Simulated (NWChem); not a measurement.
System: C₂H₅FOSi; SMILES F[Si@H]1CCO1

Here is an NWChem input.

```
start job
memory heap 200 mb stack 900 mb global 1100 mb
geometry units angstroms noautosym nocenter noautoz
  F      0.032085    -1.814688    -0.551956
  Si     0.024339    -0.535132     0.441701
  C      1.137726     0.883917    -0.049890
  C     -0.211990     1.593132    -0.316609
  O     -1.165766     0.579969     0.069811
  H     -0.033089    -1.105468     1.809435
  H      1.745068     1.341943     0.743499
  H      1.762498     0.729159    -0.940534
  H     -0.360799     1.866289    -1.374248
  H     -0.358219     2.496104     0.297968
end
basis spherical
  * library def2-svp
end
dft
  xc pbe0
  iterations 150
end
cosmo
  do_cosmo_smd true
  solvent water
end
task dft energy
```

Geometry: optimised at PBE0/def2-SVP. Solvent: water.

Level: PBE0/def2-SVP with SMD (1 M gas to 1 M solution), gas-phase geometry. Reactions with the solvent are ignored.

Question: Predict the main results of this run. (PBE0/def2-SVP, SMD on the gas-phase geometry.) Quantities: solvation free energy (kcal/mol); cavity-dispersion-structure term (kcal/mol); dipole in solution (D).

Answer: 
```json
{
 "solvation free energy (kcal/mol)": "-2.7",
 "cavity-dispersion-structure term (kcal/mol)": "2.8",
 "dipole in solution (D)": "3.17"
}
```
